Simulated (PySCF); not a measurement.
Atom-mapped SMILES (the numbers label the heavy atoms): `[CH3:1][O:2][C:3](=[O:4])[c:5]1[cH:6][cH:7][cH:8][cH:9][c:10]1[C:11](=[O:12])[O:13][CH3:14]`; H(Xn) means a hydrogen on atom n.

Calculated, not measured (PySCF 2.14.0 with density-fitted response routines): shieldings: GIAO PBE0/pcSseg-1, PBE0-D3(BJ)/def2-SVP structure. One computed conformer, no solvent model, non-relativistic, averaged over atoms made equivalent by symmetry, fast rotation or ring inversion.

δ = σ(ref) − σ, references computed at the same level: TMS for 13C (σ = 184.41 ppm), 1H (σ = 31.27 ppm); 17O (σ = 334.56 ppm) against H2O.

```csv
atoms,nucleus,count,Hirshfeld charge,δ (ppm)
C7/C8,13C,2,-0.04,136.4
C6/C9,13C,2,-0.04,?
C5/C10,13C,2,-0.01,?
O2/O13,17O,2,-0.10,193.4
H(C7)/H(C8),1H,2,0.06,7.63
C3/C11,13C,2,0.20,173.3
H(C1)/H(C14),1H,6,0.05,?
H(C6)/H(C9),1H,2,0.06,7.95
O4/O12,17O,2,-0.25,434.1
C1/C14,13C,2,-0.03,52.3
```

Problem. Fill in the missing shifts.

Solution. 
- C5/C10: 137.7 ppm, substituted aromatic carbon
- C6/C9: 136.2 ppm, aromatic CH; the aromatic region
- H(C1)/H(C14): 3.76 ppm, hydrogen on a methyl carbon bonded to O; its carbon carries O, an electronegative neighbour

Shifts are as computed. Against solution values, carbons near 30 ppm lie about +2 ppm off and those near 130 ppm about +5 ppm. Of 1309 compounds with measured shifts, 239 miss one by over three times the rms of a fit or turn the order of signals round; such compounds aren't used in these exercises. Unscaled 17O shifts of doubly bonded oxygen tend to come out too high, by tens of ppm or more. Experimental scales use liquid or dissolved standards, which lie at an offset from isolated H2O (liquid H2O: subtract about 36 ppm).
